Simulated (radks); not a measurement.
Values are calculated unless marked as measured or tabulated.
Numerical settings for the tellurium ion Te3+, [Kr] 4d10 5s2 5p1. Code: a radial shooting solver on a logarithmic mesh with Libxc functionals. Model: Dirac Kohn-Sham, PBE, spin-unpolarised, spherical densities, finite nucleus; open shells fill j = l - 1/2 first; Fermi nuclear charge, rms radius 4.7423 fm. The defaults (mesh step 0.008 in ln r, mesh end at 40 bohr or more with all orbitals vanishing there, Anderson mixing 0.5 over 9 steps, residual threshold near 1e-9 with the energy settled to 1e-9 hartree or 1e-11 of itself, here a cap of 70 iterations) give E = -6794.6162 hartree and 5p1/2 at -32.341 eV in 14 iterations. Run on one thread of a shared host, so times are rough (Arm Neoverse V1): 0.13 s of CPU time, 0.13 s wall, 14 iterations on 2213 mesh points. Changes against that run (0 stands for a change within the tolerance of the run):

| setting | iterations | converged | E (mhartree) | e(5p1/2) (meV) | CPU (s) |
|---|---|---|---|---|---|
| mesh step in ln r 0.02 | 14 | yes | +0.000431 | 0 | 0.06 |
| mesh step in ln r 0.08 | 2 | no | diverged | - | 0.01 |
| mesh step in ln r 0.03 | 14 | yes | +0.00586 | 0 | 0.05 |
| mesh end (bohr) 2 | 13 | level above zero | +7.41e+03 | +7.5e+04 | 0.09 |
| mesh end (bohr) 20 | 14 | yes | 0 | 0 | 0.13 |
| residual threshold 0.001 | 9 | yes | 0 | -0.816 | 0.1 |
| residual threshold 1e-13 | 26 | yes | 0 | 0 | 0.19 |
| mixing 0.05 | 21 | yes | 0 | 0 | 0.18 |
| linear mixing, mixing 1 | 70 | no | +2.34 | +171 | 0.71 |
| linear mixing, mixing 0.8 | 37 | yes | 0 | 0 | 0.28 |
| mixing history 3 | 17 | yes | 0 | 0 | 0.15 |
| iteration cap 2 | 2 | no | +1.92e+03 | -1.63e+04 | 0.03 |

Settled on a wrong energy, with an occupied level pushed above zero by the early mesh end: mesh end (bohr) 2 (+7.41 hartree). Apart from these: no run marked as converged misses the energy by more than 1 mhartree. A mesh that ends early acts as a hard wall.
